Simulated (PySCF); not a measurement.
CH5AlO2. Atoms are numbered in the order given.

```xyz
9

Al     0.0379     0.0358     0.0031
C     -1.4327    -1.2297    -0.1293
H     -1.1000    -2.1661    -0.6235
H     -2.2803    -0.8157    -0.7103
H     -1.8042    -1.5114     0.8775
O     -0.0926     1.5365    -0.8309
H      0.5788     2.2347    -0.8364
O      1.4066    -0.4070     0.9487
H      2.1975     0.1351     1.0856
```
Charge 0, spin multiplicity 1.

Geometry optimised at PBE-D3(BJ)/def2-SVP. The isomer is the one that the SMILES or the coordinates give; other isomers of the formula were not compared. One conformer was computed; it need not be the lowest.

Level of theory: PBE0/pcSseg-1 (PySCF).

GIAO shieldings, no solvent; atoms listed in one row are averaged. δ = σ(ref) − σ: ¹³C against TMS (σ = 186.3 ppm); ¹H against TMS (σ = 31.56 ppm); ¹⁷O against H2O (σ = 334.2 ppm), references at their B3LYP-D3(BJ)/def2-TZVP geometries, non-relativistic.

```
nucleus       atoms  count  δ (ppm)
-------  ----------  -----  -------
¹³C              C2      1    -16.6
¹H           H7, H9      2     1.99
¹H       H3, H4, H5      3     0.12
¹⁷O              O6      1     41.4
¹⁷O              O8      1     38.8
```
